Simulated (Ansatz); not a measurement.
Two structures of Si₄NH₁₂ClO₃, closed shell, reached by relaxing down either side of one saddle point (PBE0-D4/def2-TZVP). Energies are electronic, without zero-point energy. Ansatz 0.2.0; basis: def2-TZVPP and def2-QZVPP; cores frozen in the correlated methods. Extrapolation: Hartree–Fock as exp(−7.88 √X), correlation as X^−2.97. First:

Si1  (0.571, 0.444, 0.237)
O2  (0.322, 1.224, -1.194)
Si3  (-1.024, 1.239, -2.148)
O4  (-0.959, -0.241, 0.367)
Si5  (-2.271, -0.257, 1.343)
O6  (1.427, -0.964, 0.256)
Si7  (0.868, -2.515, 0.338)
Cl8  (0.455, 1.567, 2.018)
H9  (2.869, 0.933, -0.776)
N10  (2.439, 1.279, 0.075)
H11  (-2.201, 1.785, -1.427)
H12  (-0.703, 2.132, -3.291)
H13  (-1.334, -0.117, -2.665)
H14  (-1.931, -0.757, 2.701)
H15  (-2.872, 1.097, 1.464)
H16  (-3.265, -1.173, 0.726)
H17  (2.074, -3.382, 0.357)
H18  (0.044, -2.856, -0.848)
H19  (0.087, -2.751, 1.579)
H20  (3.021, 1.022, 0.864)
H21  (2.381, 2.290, 0.024)
(Å)

Second:

| atom | x (Å) | y (Å) | z (Å) |
| --- | --- | --- | --- |
| Si1 | 0.9055 | 0.3645 | 1.3419 |
| O2 | 0.6357 | 0.2770 | -2.0101 |
| Si3 | -0.9428 | 0.5667 | -2.3458 |
| O4 | -0.6537 | 0.7014 | 1.1193 |
| Si5 | -2.2071 | 0.3961 | 1.5698 |
| O6 | 1.3076 | -1.1337 | 0.9372 |
| Si7 | 1.2124 | -2.3830 | -0.1341 |
| Cl8 | 1.3365 | 0.5821 | 3.3309 |
| H9 | 1.0541 | 0.8006 | -1.2993 |
| N10 | 1.7668 | 1.4563 | 0.3356 |
| H11 | -1.3071 | 1.9854 | -2.0710 |
| H12 | -1.1643 | 0.2648 | -3.7819 |
| H13 | -1.8521 | -0.3002 | -1.5433 |
| H14 | -2.5276 | -1.0317 | 1.3269 |
| H15 | -2.3725 | 0.7079 | 3.0113 |
| H16 | -3.0872 | 1.2670 | 0.7579 |
| H17 | 1.4676 | -3.6238 | 0.6390 |
| H18 | 2.2506 | -2.2269 | -1.1781 |
| H19 | -0.1415 | -2.4434 | -0.7334 |
| H20 | 2.7690 | 1.3348 | 0.2875 |
| H21 | 1.5500 | 2.4380 | 0.4396 |

Task: Which bonds change from the first to the second?

Result: Si₄H₉ClO₃ ([SiH3][O][Si]([Cl])([O][SiH3])[O][SiH3]) + NH₃ → Si₃NH₈ClO₂ ([NH2][Si]([Cl])([O][SiH3])[O][SiH3]) + SiH₄O ([OH][SiH3]); bonds formed: O2–H9; dative contacts that become bonds: Si1–N10; bonds broken: Si1–O2, H9–N10.

Task: Give the saddle point's structure and its height above each. (To be estimated.)

Result: Computed: 137.6 kJ/mol above the first and 92.3 kJ/mol above the second (CCSD(T) at an estimated basis limit (MP2 extrapolated from triple and quadruple zeta, plus CCSD(T) − MP2 in triple zeta)).
Si1  (0.542, 0.118, 0.839)
O2  (0.479, 0.206, -1.237)
Si3  (-0.838, 0.397, -2.207)
O4  (-1.040, 0.475, 0.798)
Si5  (-2.266, 0.717, 1.880)
O6  (1.108, -1.386, 0.693)
Si7  (1.380, -2.438, -0.550)
Cl8  (0.880, 0.360, 2.922)
H9  (1.247, 1.064, -0.844)
N10  (1.671, 1.439, 0.285)
H11  (-1.454, 1.739, -2.014)
H12  (-0.406, 0.280, -3.625)
H13  (-1.845, -0.653, -1.916)
H14  (-2.383, -0.427, 2.814)
H15  (-2.048, 1.977, 2.632)
H16  (-3.502, 0.833, 1.069)
H17  (1.774, -3.719, 0.085)
H18  (2.492, -1.961, -1.408)
H19  (0.160, -2.657, -1.364)
H20  (2.640, 1.276, 0.534)
H21  (1.409, 2.360, 0.614)
(Å)

No T1 diagnostic of these runs exceeds 0.012.

Labels in which every atom is bracketed show which atoms are joined, not bond orders.

For scale, one of the runs: CCSD(T)/def2-TZVPP, 502 basis functions, launched by `ansatz run in.yaml --threads 4 --pin off --events-out ev --progress --plain --max-ram 46080MiB --backend cuda --devices 0, --max-vram 37GiB`. The run took 110 s on 4 CPU threads of an AMD EPYC 7R13 and a share of one NVIDIA H100 (shared host), with 2.5 GiB of host memory at its peak.
